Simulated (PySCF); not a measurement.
A calculated (UHF, PySCF 2.14, aug-cc-pVDZ, no relativity, point nucleus) atom or ion has these occupied shells.

| shell | electrons | orbital energy (eV) | rms radius, mean of both spins (bohr) |
| --- | --- | --- | --- |
| 1s α | 1 | -944.82 | 0.183 |
| 1s β | 1 | -941.07 | 0.183 |
| 2s α | 1 | -99.326 | 0.912 |
| 2s β | 1 | -86.561 | 0.912 |
| 2p α | 3 | -70.006 | 0.913 |
| 2p β | 1 | -63.935 | 0.913 |

Name the element and its charge.

Ne(2+) (neon, charge +2), in [He] 2s2 2p4, high-spin 3P determinant.
